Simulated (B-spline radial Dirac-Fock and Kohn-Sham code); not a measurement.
Te³⁺: M4-N45N45 lines in intermediate coupling

System: the Te³⁺ ion in the configuration [Kr] 4d10 5s2 5p1, inside a Watson sphere of charge -3 and radius 1.6 Å (a model of the Madelung potential; inside it an electron's potential energy is raised by 27.0 eV).

Method: Dirac-Fock (average of configuration) total-energy differences with a finite nucleus, the Breit interaction including its frequency dependence, and self-energy and vacuum-polarisation corrections. Computed with a B-spline atomic structure program. The two-hole levels come from diagonalising the Coulomb interaction among the jj configurations; intensities are independent-particle Coulomb rates. Kinetic energies are from the vacuum level. Correlation energy is missing from these numbers. Open outer shells are spectators and are not coupled to the holes.

```
kinetic energy (eV)  J  leading jj holes (weight)  leading LS term (weight)
              462.3  0                N4N4 (0.64)                ¹S0 (0.94)
              468.0  4                N4N5 (0.90)                ¹G4 (0.98)
              468.2  2                N4N4 (0.61)                ¹D2 (0.55)
              468.6  1                N4N5 (1.00)                ³P1 (1.00)
              468.7  0                N5N5 (0.64)                ³P0 (0.94)
              469.7  2                N5N5 (0.39)                ³P2 (0.57)
              471.0  2                N5N5 (0.61)                ³F2 (0.61)
              471.3  3                N4N5 (1.00)                ³F3 (1.00)
              472.6  4                N5N5 (0.90)                ³F4 (0.98)
```

The intensity is shared as follows: 468.0 eV 27.8 %, 468.2 eV 23.0 %, 471.3 eV 14.8 %, 469.7 eV 10.3 %, 468.6 eV 8.9 %, 462.3 eV 6.0 %, 471.0 eV 5.5 %, 472.6 eV 1.9 %, 468.7 eV 1.8 %.

The strongest line, by its leading LS label ¹G4, lies at 468.0 eV. The mean weight of the leading component is 0.74 in jj and 0.84 in LS coupling, so LS labels describe these levels better.
